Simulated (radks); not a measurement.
Task: All-electron atom: the platinum ion Pt3+ in [Xe] 4f14 5d(up 3.875, down 3.125) (fractional occupations, a model configuration). Method: non-relativistic Kohn-Sham, PBE, spin-polarised, spherical densities, point nucleus; relativity is left out, which matters for an element this heavy; computed with a radial shooting solver on a logarithmic mesh with Libxc functionals. Some entries of the table are withheld. Estimate them.

| orbital | occ. | eigenvalue (eV) | <1/r> (bohr^-1) | <r^2> (bohr^2) |
|---|---|---|---|---|
| 1s down | 1 | -71192.01 | 77.45 | 0.0005035 |
| 1s up | 1 | -71192.01 | 77.45 | 0.0005035 |
| 2s up | 1 | -11875.19 | 18.22 | 0.007843 |
| 2s down | 1 | -11875.12 | 18.22 | 0.007843 |
| 2p up | 3 | -11411.65 | 18.25 | 0.005789 |
| 2p down | 3 | -11411.61 | 18.25 | 0.005789 |
| 3s up | 1 | -2792.777 | 7.047 | 0.04868 |
| 3s down | 1 | -2792.752 | 7.047 | 0.04868 |
| 3p up | 3 | -2574.996 | 7.001 | 0.04486 |
| 3p down | 3 | -2574.971 | 7.001 | 0.04486 |
| 3d up | 5 | -2168.805 | 6.931 | 0.03462 |
| 3d down | 5 | -2168.762 | 6.931 | 0.03462 |
| 4s up | 1 | -611.0063 | 3.072 | 0.2346 |
| 4s down | 1 | -610.9582 | 3.072 | 0.2346 |
| 4p up | 3 | -517.6280 | 2.983 | 0.2412 |
| 4p down | 3 | -517.5765 | 2.983 | 0.2412 |
| 4d up | 5 | -346.2580 | 2.797 | 0.2556 |
| 4d down | 5 | -346.1952 | 2.797 | 0.2556 |
| 4f up | 7 | -117.7084 | 2.437 | (1) |
| 4f down | 7 | -117.6212 | 2.438 | (2) |
| 5s up | 1 | -115.1065 | 1.265 | 1.227 |
| 5s down | 1 | -114.6312 | 1.267 | 1.225 |
| 5p up | 3 | -85.7831 | 1.156 | 1.454 |
| 5p down | 3 | -85.2696 | 1.157 | 1.453 |
| 5d up | 3.875 | -40.0195 | 0.8839 | (3) |
| 5d down | 3.125 | -39.4775 | 0.8831 | (4) |

Result: 
(1) 4f up <r^2> (bohr^2): 0.3063
(2) 4f down <r^2> (bohr^2): 0.3058
(3) 5d up <r^2> (bohr^2): 2.477
(4) 5d down <r^2> (bohr^2): 2.488
